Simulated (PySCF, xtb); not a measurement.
Te(SMe)(SiH3) (CH6SSiTe), SMILES S(C)[Te][SiH3]. One conformer was computed; it need not be the lowest.

Harmonic wavenumbers (cm⁻¹) from GFN2-xTB run with xtb at its own minimum, in rising order: 43, 66, 89, 145, 179, 343, 360, 485, 491, 716, 751, 766, 800, 946, 947, 1319, 1453, 1456, 2239, 2286, 2311, 3024, 3032, 3052.

What does PBE-D3(BJ)/def2-SVP (PySCF) give at its own minimum? (Estimate from the structure and the level; the computed values follow.)

65, 86, 133, 169, 187, 317, 339, 523, 530, 683, 844, 890, 905, 925, 930, 1273, 1379, 1400, 2146, 2165, 2178, 2970, 3077, 3092. Paired by order, the mean absolute difference is 54 cm⁻¹ and the zero-point energies are 39.0 and 38.9 kcal/mol.
